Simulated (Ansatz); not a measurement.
`BC=C(N)C=N`, relaxed with RKS PBE0-D4/def2-TZVP in Ansatz 0.2.0 from a PBE-D4/def2-SVP geometry. The force threshold is 0.005 eV/Å; the program also tests the step.

The species carries charge 0 and has multiplicity 1.

Start:

```xyz
13

B    -1.601    1.059   -1.060
C    -0.281    0.866   -0.354
C     0.190   -0.345    0.152
N    -0.470   -1.522    0.045
C     1.501   -0.464    0.874
N     2.329    0.461    1.173
H    -2.368    0.114   -1.232
H    -1.954    2.147   -1.477
H     0.400    1.721   -0.197
H    -0.109   -2.372    0.472
H    -1.383   -1.541   -0.413
H     1.769   -1.503    1.184
H     1.976    1.378    0.833
```

| step | energy (eV) | largest force (eV/Å) | largest move (Å) |
| --- | --- | --- | --- |
| 1 | -6874.4034 | 1.056 | 0.000 |
| 2 | -6874.4704 | 0.348 | 0.034 |
| 3 | -6874.4744 | 0.094 | 0.017 |
| 4 | -6874.4747 | 0.084 | 0.053 |
| 5 | -6874.4763 | 0.036 | 0.033 |
| 6 | -6874.4764 | 0.027 | 0.021 |
| 7 | -6874.4767 | 0.038 | 0.015 |
| 8 | -6874.4775 | 0.032 | 0.049 |
| 9 (rejected) | -6874.4723 | 0.345 | 0.199 |
| 10 | -6874.4782 | 0.046 | 0.044 |
| 11 | -6874.4787 | 0.127 | 0.098 |
| 12 (rejected) | -6874.4778 | 0.144 | 0.036 |
| 13 | -6874.4797 | 0.029 | 0.018 |
| 14 | -6874.4800 | 0.019 | 0.033 |
| 15 | -6874.4802 | 0.016 | 0.042 |
| 16 | -6874.4803 | 0.017 | 0.014 |
| 17 | -6874.4803 | 0.007 | 0.002 |
| 18 | -6874.4803 | 0.002 | 0.002 |

End:

```xyz
13

B    -1.578    1.045   -1.060
C    -0.233    0.841   -0.428
C     0.207   -0.342    0.107
N    -0.471   -1.503    0.062
C     1.529   -0.470    0.783
N     2.231    0.458    1.268
H    -2.381    0.146   -1.125
H    -1.901    2.103   -1.515
H     0.482    1.659   -0.380
H    -0.168   -2.294    0.599
H    -1.401   -1.512   -0.323
H     1.910   -1.493    0.876
H     1.773    1.363    1.136
```

Run time 59 s (4 threads of an Arm Neoverse V2 on a shared host); peak host memory 0.62 GiB.
